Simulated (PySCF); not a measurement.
**Dipole response of Be (beryllium, neutral)**

[He] 2s2, closed-shell 1S. All numbers are calculated (PySCF 2.14, the non-relativistic Hamiltonian (point nucleus), in def2-TZVPPD). Coupled (time-dependent) response in atomic units; α is the mean over directions.

| method | mean α (bohr³) | C₆ (like pair) | S(−4) |
| --- | --- | --- | --- |
| UHF | 45.57 | 282.0 | 1423 |
| PBE | 42.92 | 256.7 | 1278 |
| PBE0 | 42.94 | 257.4 | 1273 |
| PBEsol | 43.44 | 262.0 | 1303 |
| revPBE | 42.91 | 257.0 | 1274 |

S(−4) is the Cauchy moment in α(ω) = α(0) + S(−4) ω² + …

Reference α: 37.74 ± 0.03 bohr³ (recommended; Schwerdtfeger and Nagle, table of static dipole polarizabilities (2023 update)). Published C₆: 227.0 (Chu and Dalgarno (2004); Tang, Norbeck and Certain (1976)).

Hartree-Fock lies above the reference because it lacks correlation, which contracts the outer shell.

α(iu) at PBE:

```json
{"u (hartree)": "0", "α(iu) (bohr³)": "42.92"}
{"u (hartree)": "0.0500", "α(iu) (bohr³)": "39.95"}
{"u (hartree)": "0.100", "α(iu) (bohr³)": "33.11"}
{"u (hartree)": "0.200", "α(iu) (bohr³)": "19.81"}
{"u (hartree)": "0.300", "α(iu) (bohr³)": "11.99"}
{"u (hartree)": "0.500", "α(iu) (bohr³)": "5.406"}
{"u (hartree)": "0.750", "α(iu) (bohr³)": "2.659"}
{"u (hartree)": "1.00", "α(iu) (bohr³)": "1.576"}
{"u (hartree)": "1.50", "α(iu) (bohr³)": "0.7528"}
{"u (hartree)": "2.00", "α(iu) (bohr³)": "0.4511"}
{"u (hartree)": "3.00", "α(iu) (bohr³)": "0.2265"}
{"u (hartree)": "5.00", "α(iu) (bohr³)": "0.1002"}
```

A single London oscillator, α(iu) = α/(1 + u²/ω²), gives C₆ = (3/4) ω α². Matching the computed C₆ needs ω = 4 × 256.7 / (3 × 42.92²) = 0.186 hartree.
